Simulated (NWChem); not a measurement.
System meant: C₂H₆O₂Si; SMILES COC(=O)[SiH3]

The following NWChem deck was run.

```
start job
memory heap 200 mb stack 900 mb global 1100 mb
geometry units angstroms noautosym nocenter noautoz
  C     -0.395166    -2.306765     0.008533
  O     -0.754155    -0.910163    -0.015620
  C      0.283256    -0.040239    -0.014851
  O      1.446592    -0.386486    -0.000030
  Si    -0.263098     1.807486    -0.001825
  H     -1.339759    -2.850670     0.010378
  H      0.185353    -2.536533     0.905872
  H      0.197034    -2.563825    -0.873645
  H      0.553486     2.514890    -1.016772
  H      0.045070     2.340886     1.348563
  H     -1.708795     1.967060    -0.293996
end
basis spherical
  * library def2-svp
end
dft
  xc m06-l
  iterations 150
end
property
  shielding
end
task dft property
```

End of the output:

```
 Vector   27  Occ=0.000000D+00  E= 4.199606D-02
              MO Center= -1.7D-01,  1.5D+00,  5.5D-02, r^2= 4.3D+00
   Bfn.  Coefficient  Atom+Function         Bfn.  Coefficient  Atom+Function
  ----- ------------  ---------------      ----- ------------  ---------------
    67      1.327023   5 Si px              101      1.093811  11 H  s
    91     -0.761921   9 H  s                96     -0.301512  10 H  s
    17      0.277677   2 O  s                 3     -0.257670   1 C  s
    64      0.256951   5 Si px               68      0.238202   5 Si py
   100      0.199114  11 H  s                 8     -0.162510   1 C  py

 center of mass
 --------------
 x =   0.00604795 y =   0.01106491 z =  -0.00621762

 moments of inertia (a.u.)
 ------------------
         759.102863158007          -1.857027966475          -0.333099488433
          -1.857027966475         203.700632087175           0.566196680955
          -0.333099488433           0.566196680955         930.201239364123

     Multipole analysis of the density
     ---------------------------------

     L   x y z        total         alpha         beta         nuclear
     -   - - -        -----         -----         ----         -------
     0   0 0 0      0.000000    -24.000000    -24.000000     48.000000

     1   1 0 0     -0.599400      0.534564      0.534564     -1.668528
     1   0 1 0     -0.276147      0.125169      0.125169     -0.526485
     1   0 0 1      0.003109      0.103843      0.103843     -0.204578

     2   2 0 0    -31.912448    -67.334813    -67.334813    102.757178
     2   1 1 0      0.880960     -0.884179     -0.884179      2.649319
     2   1 0 1     -0.047597     -0.090571     -0.090571      0.133545
     2   0 2 0    -23.391433   -230.073779   -230.073779    436.756126
     2   0 1 1     -0.013171      0.195004      0.195004     -0.403179
     2   0 0 2    -27.542243    -21.853524    -21.853524     16.164805

          -----------------------------------------
          Chemical Shielding Tensors (GIAO, in ppm)
          -----------------------------------------

 ------------------------------------------------------------------------
  xm06: d2 not coded                    0
 ------------------------------------------------------------------------
 ------------------------------------------------------------------------
  current input line :
    26: task dft property
 ------------------------------------------------------------------------
 ------------------------------------------------------------------------
 This error has not yet been assigned to a category
 ------------------------------------------------------------------------
 For more information see the NWChem manual at https://nwchemgit.github.io

0: xm06: d2 not coded:Received an Error in Communication
```

Question: Can this run be used? If not, why, and what is the fix?

Answer: The run crashed. Cause: this functional's second derivatives, which shieldings need, aren't coded here; the fix takes a hybrid GGA instead. This input runs:
```
start job
memory heap 200 mb stack 900 mb global 1100 mb
geometry units angstroms noautosym nocenter noautoz
  C     -0.395166    -2.306765     0.008533
  O     -0.754155    -0.910163    -0.015620
  C      0.283256    -0.040239    -0.014851
  O      1.446592    -0.386486    -0.000030
  Si    -0.263098     1.807486    -0.001825
  H     -1.339759    -2.850670     0.010378
  H      0.185353    -2.536533     0.905872
  H      0.197034    -2.563825    -0.873645
  H      0.553486     2.514890    -1.016772
  H      0.045070     2.340886     1.348563
  H     -1.708795     1.967060    -0.293996
end
basis spherical
  C library def2-svp
  O library def2-svp
  Si library def2-svp
  H library def2-svp
end
dft
  xc pbe0
  iterations 150
end
property
  shielding
end
task dft property
```
It converges to -519.10898 Ha (PBE0/def2-SVP, GIAO).
